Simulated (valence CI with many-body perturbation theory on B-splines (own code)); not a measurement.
# Nd XLVIII: electric-dipole lines

Level of theory: relativistic CI+MBPT: three valence electrons over a frozen Dirac-Fock core [Ne], radial functions for each j: 11 s, 11 p, 10 d, 8 f, 5 g, 2 h, with the one-electron correlation potential Σ1 (screened to all orders), the two-electron term Σ2, the three-electron term Σ3, Breit, model QED; selected single and double excitations, second order for the rest, scaled by the run's own slope (own B-spline code, finite nucleus).

No measured spectrum was set against this ion. As an estimate, large intervals hold to a few tenths of a per cent, small ones and those within an open d or f shell to about a per cent.

Lines 101 to 150 of 587 in falling wavelength, among levels below 1961.0 eV, chosen from the strongest by gf and those to the six lowest levels. Wavelengths and rates use the calculated energies. Electric multipoles are in the length gauge, E1 and E2 with the static RPA response of the core. Weak lines are less certain than strong ones. Lines between different terms over intervals too small for the method are left out, as are lines whose strength nearly cancels. The highest levels of a list are the least certain.

Levels are named by their leading jj configuration (3d3/2^4 stands for four electrons in 3d with j = 3/2), which in mixed levels can hold well under half, so a name can repeat and another be missing. Letters in brackets count levels of one name in rising energy.

| λ vac (Å) | Upper | Lower | A (s⁻¹) | S (a.u.) with core polarisation | S without |
| --- | --- | --- | --- | --- | --- |
| 64.97 | (3d3/2 3d5/2^2) J=5/2 [a] | (3p3/2 3d3/2 3d5/2) J=3/2 [b] | 7.92e+10 | 6.43e-02 | 6.54e-02 |
| 64.88 | (3d3/2^2 3d5/2) J=5/2 [a] | (3p3/2 3d3/2^2) J=5/2 | 2.92e+10 | 2.36e-02 | 2.40e-02 |
| 64.76 | (3p3/2 3d3/2 3d5/2) J=5/2 [d] | (3p3/2^2 3d3/2) J=3/2 [b] | 3.47e+10 | 2.79e-02 | 2.84e-02 |
| 64.68 | (3p3/2 3d3/2 3d5/2) J=5/2 [b] | (3p3/2^2 3d3/2) J=3/2 [a] | 7.85e+10 | 6.29e-02 | 6.39e-02 |
| 64.54 | (3s 3d5/2^2) J=3/2 | (3s 3p3/2 3d5/2) J=1/2 | 7.66e+10 | 4.07e-02 | 4.13e-02 |
| 64.31 | (3s 3p1/2 3d5/2) J=5/2 [b] | (3s 3p1/2 3p3/2) J=3/2 [b] | 4.95e+10 | 3.90e-02 | 3.96e-02 |
| 64.25 | (3s 3p1/2 3d5/2) J=5/2 [a] | (3s 3p1/2 3p3/2) J=5/2 | 3.26e+09 | 2.56e-03 | 2.61e-03 |
| 64.19 | (3p1/2 3p3/2 3d5/2) J=5/2 [a] | (3p1/2 3p3/2^2) J=5/2 | 3.60e+10 | 2.82e-02 | 2.86e-02 |
| 64.15 | (3d3/2 3d5/2^2) J=7/2 [a] | (3p3/2 3d3/2 3d5/2) J=5/2 [b] | 6.90e+10 | 7.19e-02 | 7.31e-02 |
| 64.12 | (3s 3d5/2^2) J=7/2 | (3s 3p3/2 3d5/2) J=7/2 [b] | 3.39e+10 | 3.53e-02 | 3.59e-02 |
| 64.11 | (3d3/2 3d5/2^2) J=9/2 | (3p3/2 3d3/2 3d5/2) J=7/2 [b] | 1.83e+10 | 2.38e-02 | 2.42e-02 |
| 64.10 | (3d3/2^2 3d5/2) J=5/2 [b] | (3p3/2 3d3/2 3d5/2) J=5/2 [a] | 2.98e+10 | 2.32e-02 | 2.36e-02 |
| 63.91 | (3d3/2 3d5/2^2) J=5/2 [a] | (3p3/2 3d3/2 3d5/2) J=5/2 [c] | 3.08e+10 | 2.38e-02 | 2.42e-02 |
| 63.81 | (3s 3p1/2 3d3/2) J=1/2 | (3s 3p1/2 3p3/2) J=3/2 [a] | 3.95e+09 | 1.01e-03 | 1.03e-03 |
| 63.81 | (3p3/2 3d5/2^2) J=7/2 [a] | (3p3/2^2 3d5/2) J=7/2 | 3.56e+10 | 3.65e-02 | 3.71e-02 |
| 63.72 | (3p1/2 3d3/2 3d5/2) J=7/2 [b] | (3p1/2 3p3/2 3d5/2) J=7/2 [a] | 3.23e+10 | 3.30e-02 | 3.35e-02 |
| 63.69 | (3s 3d5/2^2) J=9/2 | (3s 3p3/2 3d5/2) J=7/2 [a] | 9.71e+10 | 1.24e-01 | 1.26e-01 |
| 63.41 | (3p3/2 3d3/2 3d5/2) J=3/2 [c] | (3p3/2^2 3d3/2) J=3/2 [b] | 5.86e+10 | 2.95e-02 | 3.00e-02 |
| 63.37 | (3s 3p3/2 3d5/2) J=5/2 [a] | (3s 3p3/2^2) J=5/2 | 6.75e+10 | 5.09e-02 | 5.17e-02 |
| 63.34 | (3d3/2 3d5/2^2) J=3/2 [b] | (3p3/2 3d3/2 3d5/2) J=5/2 [e] | 4.25e+10 | 2.13e-02 | 2.16e-02 |
| 63.25 | (3d5/2^3) J=5/2 | (3p3/2 3d5/2^2) J=5/2 | 1.49e+11 | 1.12e-01 | 1.14e-01 |
| 63.21 | (3d3/2^2 3d5/2) J=5/2 [a] | (3p3/2 3d3/2^2) J=3/2 [a] | 6.87e+10 | 5.14e-02 | 5.22e-02 |
| 63.18 | (3p1/2 3d3/2 3d5/2) J=5/2 [a] | (3p1/2 3p3/2 3d3/2) J=3/2 [a] | 5.07e+10 | 3.79e-02 | 3.85e-02 |
| 63.17 | (3p1/2 3d5/2^2) J=5/2 | (3p1/2 3p3/2 3d5/2) J=7/2 [b] | 3.22e+10 | 2.40e-02 | 2.44e-02 |
| 63.17 | (3d3/2^2 3d5/2) J=7/2 | (3p3/2 3d3/2^2) J=7/2 | 3.42e+10 | 3.40e-02 | 3.46e-02 |
| 63.09 | (3s 3p1/2 3d5/2) J=3/2 | (3s 3p1/2 3p3/2) J=3/2 [b] | 2.15e+10 | 1.06e-02 | 1.08e-02 |
| 63.02 | (3d3/2 3d5/2^2) J=7/2 [b] | (3p3/2 3d3/2 3d5/2) J=9/2 [b] | 4.55e+10 | 4.49e-02 | 4.57e-02 |
| 63.01 | (3d3/2^2 3d5/2) J=9/2 | (3p3/2 3d3/2^2) J=7/2 | 1.31e+11 | 1.61e-01 | 1.64e-01 |
| 63.00 | (3s 3p1/2 3d3/2) J=3/2 [b] | (3s 3p1/2 3p3/2) J=3/2 [a] | 6.13e+09 | 3.03e-03 | 3.08e-03 |
| 62.99 | (3p3/2 3d3/2 3d5/2) J=9/2 [b] | (3p3/2^2 3d3/2) J=7/2 | 2.28e+11 | 2.82e-01 | 2.86e-01 |
| 62.98 | (3p3/2 3d5/2^2) J=9/2 | (3p3/2^2 3d5/2) J=7/2 | 1.42e+11 | 1.75e-01 | 1.78e-01 |
| 62.91 | (3p3/2 3d3/2 3d5/2) J=3/2 [b] | (3p3/2^2 3d3/2) J=1/2 | 4.92e+10 | 2.42e-02 | 2.46e-02 |
| 62.87 | (3p3/2 3d3/2 3d5/2) J=1/2 [b] | (3p3/2^2 3d3/2) J=3/2 [b] | 1.10e+11 | 2.69e-02 | 2.74e-02 |
| 62.84 | (3d5/2^3) J=9/2 | (3p3/2 3d5/2^2) J=9/2 | 1.07e+11 | 1.31e-01 | 1.33e-01 |
| 62.78 | (3d5/2^3) J=3/2 | (3p3/2 3d5/2^2) J=1/2 | 1.06e+11 | 5.20e-02 | 5.28e-02 |
| 62.75 | (3s 3d5/2^2) J=1/2 | (3s 3p3/2 3d5/2) J=3/2 [b] | 9.08e+10 | 2.21e-02 | 2.25e-02 |
| 62.69 | (3s 3d3/2 3d5/2) J=9/2 | (3s 3p3/2 3d5/2) J=9/2 | 1.84e+10 | 2.24e-02 | 2.27e-02 |
| 62.64 | (3p1/2 3d3/2 3d5/2) J=5/2 [b] | (3p1/2 3p3/2 3d3/2) J=3/2 [b] | 4.88e+10 | 3.55e-02 | 3.61e-02 |
| 62.63 | (3p3/2 3d3/2 3d5/2) J=7/2 [c] | (3p3/2^2 3d3/2) J=5/2 | 2.09e+11 | 2.02e-01 | 2.06e-01 |
| 62.62 | (3d5/2^3) J=5/2 | (3p3/2 3d5/2^2) J=7/2 [b] | 7.63e+10 | 5.55e-02 | 5.64e-02 |
| 62.53 | (3p3/2 3d5/2^2) J=7/2 [a] | (3p3/2^2 3d5/2) J=9/2 | 3.10e+10 | 3.00e-02 | 3.05e-02 |
| 62.53 | (3d3/2 3d5/2^2) J=5/2 [b] | (3p3/2 3d3/2 3d5/2) J=5/2 [c] | 2.98e+10 | 2.16e-02 | 2.19e-02 |
| 62.46 | (3p1/2 3d3/2 3d5/2) J=7/2 [a] | (3p1/2 3p3/2 3d3/2) J=5/2 [a] | 5.95e+10 | 5.73e-02 | 5.82e-02 |
| 62.43 | (3d3/2^2 3d5/2) J=7/2 | (3p3/2 3d3/2^2) J=5/2 | 1.07e+11 | 1.03e-01 | 1.05e-01 |
| 62.39 | (3s 3d3/2 3d5/2) J=5/2 [b] | (3s 3p3/2 3d3/2) J=3/2 [b] | 5.02e+10 | 3.61e-02 | 3.67e-02 |
| 62.34 | (3d3/2 3d5/2^2) J=3/2 [b] | (3p3/2 3d3/2 3d5/2) J=1/2 [b] | 8.14e+10 | 3.89e-02 | 3.96e-02 |
| 62.13 | (3p1/2 3p3/2 3d5/2) J=1/2 | (3p1/2 3p3/2^2) J=1/2 | 1.55e+11 | 3.67e-02 | 3.74e-02 |
| 61.95 | (3p3/2 3d3/2 3d5/2) J=5/2 [c] | (3p3/2^2 3d3/2) J=5/2 | 6.89e+10 | 4.85e-02 | 4.93e-02 |
| 61.91 | (3p1/2 3d3/2 3d5/2) J=7/2 [b] | (3p1/2 3p3/2 3d3/2) J=5/2 [b] | 1.16e+11 | 1.09e-01 | 1.10e-01 |
| 61.89 | (3p3/2 3d3/2 3d5/2) J=5/2 [e] | (3p3/2^2 3d3/2) J=3/2 [b] | 1.33e+11 | 9.35e-02 | 9.51e-02 |
